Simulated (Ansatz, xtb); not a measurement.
**Relative energy of two structures of CH7BOSn**

Structure I is a singlet given by its coordinates and structure II is `CB[O][SnH3]`, a singlet. Both are isolated molecules in the gas phase, relaxed with PBE-D3(BJ)/def2-SVP; the shapes shown needn't be the lowest conformers.

I (Å):

```yaml
atoms:
  - { symbol: C, position_ang: [-0.9376, 0.3805, 2.6709] }
  - { symbol: B, position_ang: [-0.9700, -0.6302, 1.4857] }
  - { symbol: O, position_ang: [0.0947, -0.6827, 0.6084] }
  - { symbol: Sn, position_ang: [2.2622, 0.5045, 0.3378] }
  - { symbol: H, position_ang: [-0.0095, 0.9844, 2.7226] }
  - { symbol: H, position_ang: [-1.8098, 1.0666, 2.5991] }
  - { symbol: H, position_ang: [-1.0716, -0.1605, 3.6327] }
  - { symbol: H, position_ang: [-1.8942, -1.3981, 1.2709] }
  - { symbol: H, position_ang: [0.0116, -1.3334, -0.1137] }
  - { symbol: H, position_ang: [1.5835, 0.8843, -1.2945] }
  - { symbol: H, position_ang: [2.7383, -1.1380, -0.2571] }
```

Close contacts (Å): C1–B2 1.56, B2–O3 1.38, O3–Sn4 2.49, C1–H5 1.11, C1–H6 1.11, C1–H7 1.11, B2–H8 1.22, O3–H9 0.98, Sn4–H10 1.81, Sn4–H11 1.81.

II (Å):

```json
{"atom": "C", "x (Å)": "-0.3415", "y (Å)": "2.0722", "z (Å)": "-1.1303"}
{"atom": "B", "x (Å)": "0.1636", "y (Å)": "0.9893", "z (Å)": "-0.1018"}
{"atom": "O", "x (Å)": "-0.2741", "y (Å)": "-0.2928", "z (Å)": "-0.1909"}
{"atom": "Sn", "x (Å)": "0.3114", "y (Å)": "-1.7825", "z (Å)": "1.0789"}
{"atom": "H", "x (Å)": "-1.0554", "y (Å)": "1.6754", "z (Å)": "-1.8791"}
{"atom": "H", "x (Å)": "-0.8206", "y (Å)": "2.9171", "z (Å)": "-0.5883"}
{"atom": "H", "x (Å)": "0.5253", "y (Å)": "2.5218", "z (Å)": "-1.6631"}
{"atom": "H", "x (Å)": "0.9605", "y (Å)": "1.3087", "z (Å)": "0.7873"}
{"atom": "H", "x (Å)": "1.3738", "y (Å)": "-1.0822", "z (Å)": "2.2431"}
{"atom": "H", "x (Å)": "1.0737", "y (Å)": "-2.9401", "z (Å)": "0.0546"}
{"atom": "H", "x (Å)": "-1.1639", "y (Å)": "-2.3674", "z (Å)": "1.7505"}
```

Quicker runs give these differences E(II) − E(I): GFN2-xTB +26.6 kcal/mol; HF/STO-3G −65.6 kcal/mol (at GFN2-xTB geometries); r2SCAN-D4/def2-SVP −4.0 kcal/mol (at GFN2-xTB geometries).

**Question.** Which of the two would you expect CCSD(T)/def2-SVP + ΔMP2/def2-TZVPP electronic energies to favour?

**Answer.** Structure II; the calculation gives E(II) − E(I) = −8.3 kcal/mol.

Level by level:

```
                             level             geometry  E(II) − E(I) (kcal/mol)  departure from the last row (kcal/mol)  job, with rough time for the two
                          GFN2-xTB             GFN2-xTB                     +26.6                                   +34.9               optimisation, 1.4 s
                         HF/STO-3G             GFN2-xTB                     −65.6                                   −57.3               single point, 3.5 s
                r2SCAN-D4/def2-SVP             GFN2-xTB                      −4.0                                    +4.3               single point, 7.2 s
               PBE-D3(BJ)/def2-SVP  PBE-D3(BJ)/def2-SVP                      −4.5                                    +3.8             optimisation, 2.7 min
                       HF/def2-SVP  PBE-D3(BJ)/def2-SVP                      −6.0                                    +2.3           part of the CCSD(T) run
                      MP2/def2-SVP  PBE-D3(BJ)/def2-SVP                     −12.0                                    −3.7           part of the CCSD(T) run
                  CCSD(T)/def2-SVP  PBE-D3(BJ)/def2-SVP                      −9.1                                    −0.8                      single point
CCSD(T)/def2-SVP + ΔMP2/def2-TZVPP  PBE-D3(BJ)/def2-SVP                      −8.3                                                        single point, 82 s
```

GFN2-xTB puts the two in the other order. The largest departure from CCSD(T)/def2-SVP + ΔMP2/def2-TZVPP is that of HF/STO-3G, 57.3 kcal/mol. The last row adds to CCSD(T) the change of the MP2 difference between the two basis sets, here +0.8 kcal/mol.

With harmonic frequencies from PBE-D3(BJ)/def2-SVP (ideal gas, rigid rotor, one conformer each, 298.15 K, 1 atm): on the last row, ΔE + ΔZPE = −10.2 kcal/mol. A mode under 50 cm⁻¹ makes harmonic enthalpies and free energies unreliable, so none is given.

The correlated steps freeze 7 core orbitals; the filled d shell of Sn is correlated, in a basis made for valence electrons. Atoms past krypton carry core potentials in the def2 sets, other sets are all-electron and non-relativistic, and no spin–orbit term is included. Run with Ansatz 0.2.0, xtb 6.7.1; the last row on 2 threads of Intel(R) Xeon(R) Processor @ 2.50GHz (Skylake/Cascade Lake) on a shared host.
